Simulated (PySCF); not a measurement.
**Broadened absorption spectrum of C5H8O2**

Species: C5H8O2.
InChI=1S/C5H8O2/c1-7-5-3-2-4-6/h3-5H,2H2,1H3/b5-3-

Computed, not measured: TDDFT CAM-B3LYP/def2-SVPD, vertical, gas phase, core orbitals frozen in the response in PySCF 2.14.0, density-fitted response routines. One conformer (not necessarily the lowest) at the PBE0-D3(BJ)/def2-SVP geometry, without solvent, vibrations or thermal averaging. Torsions of this conformer, `[CH3:1][O:2]/[CH:3]=[CH:4]\[CH2:5][CH:6]=[O:7]`: C1–O2–C3–C4 -171°, C3–C4–C5–C6 -92°, C4–C5–C6–O7 -126°.

Computed states:

```
state  E (eV)       f
   S1    4.27  0.0061
   S2    5.85   0.156
   S3    6.32   0.021
   S4    6.59   0.198
   S5    7.01   0.045
   S6    7.20   0.050
```

Each state is given a Gaussian of 0.4 eV full width at half maximum, with ε(max) = 2.175×10⁸ f / Δν̃ (Δν̃ the width in cm⁻¹). The width is an assumption, not a result. The curve ends short of the highest state used, and states not computed would add to its high-energy end.

(1) Give the broadened spectrum and its maxima.

(2) Coming from long wavelengths, where does ε first pass 100 L mol⁻¹ cm⁻¹?

(3) On this curve, what absorbance would a 10⁻⁵ mol/L sample give at 193 nm over a 1 cm path?

Answers

(1) 
λ (nm), ε (L mol⁻¹ cm⁻¹) and a bar:
```
    188.0      13898 ##############################
    192.3      10297 ######################
    196.5       4990 ###########
    200.8       3381 #######
    205.1       6000 #############
    209.4       9794 #####################
    213.7      10069 ######################
    218.0       6555 ##############
    222.3       2831 ######
    226.5        877 ##
    230.8        192 
    235.1         32 
    239.4          4 
    243.7          0 
    248.0          0 
    252.3          0 
    256.6          2 
    260.8          7 
    265.1         23 
    269.4         59 
    273.7        125 
    278.0        217 
    282.3        314 #
    286.6        386 #
    290.8        409 #
    295.1        379 #
    299.4        309 #
    303.7        225 
    308.0        147 
    312.3         88 
    316.6         48 
    320.9         24 
    325.1         11 
    329.4          5 
    333.7          2 
    338.0          1
```

Maxima: 291 nm (4.27 eV), ε about 410, made up of S1 (100%); 212 nm (5.85 eV), ε about 11000, made up of S2 (100%); 188 nm (6.59 eV), ε about 14000, made up of S4 (96%) (ε in L mol⁻¹ cm⁻¹; maxima over ε = 5, shares over 10%).

(2) At about 311 nm (3.98 eV), 0.28 eV below S1.

(3) 193 nm is 6.424 eV, where ε is about 9300 L mol⁻¹ cm⁻¹, so A = ε c l ≈ 0.093 (Beer–Lambert, with the gas-phase spectrum and the assumed width).

On x86-64 server, one thread, on a shared host, this took 32 s of wall time.
